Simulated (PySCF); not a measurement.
**`N#Cc1[n-]nnc1C1CC1`: 4 charge schemes on one density**

Compound: C6H5N4 (charge -1).
Atom-mapped SMILES: `[N:1]#[C:2][c:3]1[n-:4][n:5][n:6][c:7]1[CH:8]1[CH2:9][CH2:10]1` (hydrogens: H11 on C8; H12, H13 on C9; H14, H15 on C10)

Cartesian coordinates in Å at the GFN2-xTB level; atoms count from 1:
```
atom  x, y, z in Å
N1     2.3576    2.8026   -0.6072
C2     2.1780    1.6662   -0.4856
C3     1.9012    0.3194   -0.3313
N4     2.8065   -0.6943   -0.3934
N5     2.1588   -1.8030   -0.1991
N6     0.8636   -1.6011   -0.0081
C7     0.6479   -0.2854   -0.0812
C8    -0.6593    0.3624    0.0737
C9    -1.8954   -0.3312   -0.4308
C10   -1.6607   -0.2071    1.0412
H11   -0.6204    1.4439   -0.0245
H12   -2.6757    0.2652   -0.8852
H13   -1.7594   -1.3056   -0.8750
H14   -2.2779    0.4754    1.6107
H15   -1.3693   -1.0994    1.5740
```

Density: PBE0/pcSseg-1 (PySCF); schemes: Mulliken, IAO, Hirshfeld and ESP-fitted. One conformer (not necessarily the lowest) at the GFN2-xTB geometry, without solvent, vibrations or thermal averaging. The pcSseg-1 basis has no diffuse functions, a weakness for an anion.

Do the Mulliken, IAO, Hirshfeld and ESP-fitted schemes agree on where the charge is highest?

The schemes don't all agree: Mulliken C7 (+0.144); IAO H13 and H15 (+0.155); Hirshfeld C2 (+0.045); ESP-fitted C7 (+0.660).

Do the Mulliken, IAO, Hirshfeld and ESP-fitted schemes agree on where the charge is lowest?

The schemes don't all agree: Mulliken N6 (-0.371); IAO N1 (-0.356); Hirshfeld N1 (-0.316); ESP-fitted C8 (-0.683).

Tabulate the Mulliken, IAO, Hirshfeld and ESP-fitted charges.

In e:

```tsv
atom	environment	Mulliken	IAO	Hirshfeld	ESP-fitted
N1	nitrile nitrogen	-0.343	-0.356	-0.316	-0.506
C2	nitrile carbon	+0.074	+0.150	+0.045	+0.122
C3	substituted aromatic carbon	+0.052	-0.098	-0.053	+0.170
N4	two-coordinate ring nitrogen	-0.343	-0.260	-0.212	-0.385
N5	ring nitrogen	-0.134	-0.146	-0.166	-0.280
N6	ring nitrogen	-0.371	-0.308	-0.212	-0.391
C7	substituted aromatic carbon	+0.144	+0.034	-0.009	+0.660
C8	benzylic-type carbon	-0.269	-0.135	-0.047	-0.683
C9	three-membered-ring carbon	-0.181	-0.296	-0.102	-0.293
C10	three-membered-ring carbon	-0.180	-0.296	-0.102	-0.250
H11	methine hydrogen	+0.096	+0.144	+0.038	+0.282
H12	methylene hydrogen	+0.098	+0.128	+0.031	+0.158
H13	methylene hydrogen	+0.130	+0.155	+0.037	+0.131
H14	methylene hydrogen	+0.098	+0.128	+0.031	+0.148
H15	methylene hydrogen	+0.130	+0.155	+0.037	+0.117
```

Mean size of the charges over all atoms: ESP-fitted 0.305 e, IAO 0.186 e, Mulliken 0.176 e, Hirshfeld 0.096 e. Each set sums to the total charge, -1, to within 0.001 e. The Mulliken scheme counts on each atom the diagonal of the density matrix times the overlap matrix over that atom's basis functions. The ESP scheme is a least-squares fit of atom-centred charges to the potential on four shells outside the van der Waals surface, with the total charge fixed.

Sum the charges by element.

```tsv
element	atoms	Mulliken	IAO	Hirshfeld	ESP-fitted
N	4	-1.191	-1.070	-0.905	-1.562
C	6	-0.360	-0.640	-0.268	-0.274
H	5	+0.551	+0.710	+0.173	+0.836
```

How many electrons does the Hirshfeld scheme count on N6?

Z − q = 7 − (-0.212) = 7.212.

How closely do the schemes follow one another over all atoms?

Correlation coefficient and root-mean-square difference: Mulliken with IAO 0.91, 0.082 e; IAO with Hirshfeld 0.90, 0.106 e; Mulliken with ESP-fitted 0.90, 0.194 e; Mulliken with Hirshfeld 0.89, 0.107 e; IAO with ESP-fitted 0.75, 0.238 e; Hirshfeld with ESP-fitted 0.71, 0.281 e.
